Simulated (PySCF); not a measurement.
## Calculated data, CH₅BGeO, CH₆BGeO

All values are calculated (PySCF 2.14.0). Calculation on a computer-drawn molecule: optimised geometry and harmonic frequencies of an isolated molecule of the commonest isotopes, restricted reference for singlets and unrestricted otherwise, frozen core in MP2; on germanium a core potential holds 10 electrons, which the energies leave out, and 3d is frozen in MP2 and coupled-cluster steps.

Common to all runs: charge 0; method HF; basis cc-pVDZ; basis and core potential on germanium cc-pVDZ-PP ECP10MDF.

(1) CH₅BGeO

Start structure:
```xyz
9
CH5BGeO
B      0.6285    -1.2654    -2.7037
O      1.1268    -0.3025    -1.9182
C      1.4607    -0.4954    -0.4860
Ge     2.0944     1.2912    -1.0239
H      0.4404    -0.9508    -3.8822
H      0.4380    -2.3901    -2.3247
H      0.5319    -0.6316     0.0421
H      2.0405    -1.3465    -0.4339
H      3.5019     0.7831    -1.5745
```

It was run with multiplicity 1.

The calculation gives: rotational constants 15.7, 2.247, 2.108 GHz; total energy -433.6845 hartree; convergence status largest gradient component 2.188e-05 hartree/bohr.

Drawn bonds:
```tsv
atom	other atom	order
1	2	1
2	3	1
3	4	1
1	5	1
1	6	1
3	7	1
3	8	1
4	9	1
```

Optimised structure:
```xyz
9
CH5BGeO
B      0.6760    -1.2948    -2.7595
O      0.6359    -0.3281    -1.8258
C      1.3077    -0.4051    -0.5644
Ge     2.4204     1.2697    -0.8164
H      0.1065    -1.0808    -3.7930
H      1.2603    -2.3255    -2.5488
H      0.5551    -0.3202     0.2187
H      1.8369    -1.3525    -0.4607
H      3.4643     0.5293    -1.7551
```

Modes:
```tsv
frequency (cm⁻¹)	reduced mass (dalton)
65.13	3.772
99.76	3.235
287.4	1.11
374	2.048
418.2	1.456
605.8	2.633
672.2	1.119
934.9	1.292
948.4	2.972
1091	1.582
1131	1.36
1273	1.523
1333	1.15
1354	1.343
1444	2.822
1584	1.086
1989	1.022
2664	1.053
2747	1.128
3211	1.055
3282	1.112
```

(2) CH₆BGeO

Start structure:
```xyz
10
CH6BGeO
B     -0.8588    -1.6914    -0.7937
O      0.5066    -1.2032    -0.8417
C      1.2298    -0.8495     0.1434
Ge     2.9316    -0.2026    -0.3370
H     -1.3209    -1.9334    -1.7455
H     -1.3730    -1.7998     0.2715
H      0.8226    -0.9018     1.1203
H      2.9133     0.9650    -1.2350
H      3.6939     0.2157     0.8951
H      3.7089    -1.2543    -1.0208
```

Settings of this run: multiplicity 2.

It finds rotational constants 29.22, 1.783, 1.717 GHz; total energy -434.2591 hartree; spin squared 0.7643; convergence status largest gradient component 1.276e-05 hartree/bohr.

Drawn bonds:
```tsv
atom	other atom	order
1	2	1
2	3	1
3	4	1
1	5	1
1	6	1
3	7	1
4	8	1
4	9	1
4	10	1
```

Optimised structure:
```xyz
10
CH6BGeO
B     -0.8357    -1.6873    -0.7702
O      0.4235    -1.2266    -0.9262
C      1.2223    -0.8263     0.1112
Ge     3.0011    -0.1890    -0.3268
H     -1.4257    -2.0050    -1.7618
H     -1.3203    -1.7653     0.3275
H      0.7821    -0.8936     1.1015
H      2.9158     1.0369    -1.2405
H      3.6960     0.1866     0.9842
H      3.7948    -1.2856    -1.0423
```

Modes:
```tsv
frequency (cm⁻¹)	reduced mass (dalton)
61.04	2.654
94.96	1.279
186.5	3.407
276.1	1.273
342.8	4.024
412.2	1.326
573.4	1.408
620	1.145
760.5	2.248
923.6	1.041
954.2	1.02
970.7	1.03
1044	1.577
1128	1.358
1146	2.55
1320	1.439
1413	1.466
1448	3.377
2216	1.024
2227	1.023
2245	1.012
2674	1.054
2766	1.127
3302	1.088
```
